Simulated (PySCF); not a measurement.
Rows and methods have been separated. Pair them.

C3H5AlCl2.
Z-matrix (Å and degrees, PBE0-D3(BJ)/def2-SVP geometry), rows numbered from 1:
```
C 
C   1  1.5011
Cl  2  1.7524  1  113.80
C   2  1.3427  1  126.07  3   179.75
Al  4  1.9319  2  127.22  1  -179.12
Cl  5  2.1148  4  114.67  2   176.23
H   1  1.0962  2  111.96  3    -1.05
H   1  1.1008  2  110.01  3  -121.86
H   1  1.1009  2  110.09  3   119.80
H   4  1.0991  2  113.91  1    -0.17
H   5  1.5742  4  128.58  2    -3.13
```

The closed-shell ground state was solved 3 times with PySCF (density fitting, gas phase), always with PBE0, in these basis sets: 6-31G, STO-3G and cc-pVDZ.

| row | total energy (Eh) | HOMO (eV) | LUMO (eV) | dipole (D) |
| --- | --- | --- | --- | --- |
| P | -1279.6606 | -7.52 | -1.77 | 2.84 |
| Q | -1279.5109 | -7.66 | -2.00 | 3.57 |
| R | -1265.3701 | -5.66 | 1.75 | 2.39 |

Q: Which basis belongs to which row?

A: P = cc-pVDZ, Q = 6-31G, R = STO-3G. From the lowest total energy up: cc-pVDZ (121 functions) 0 eV; 6-31G (76 functions) +4.07 eV; STO-3G (47 functions) +388.86 eV.

One conformer stands for the species.
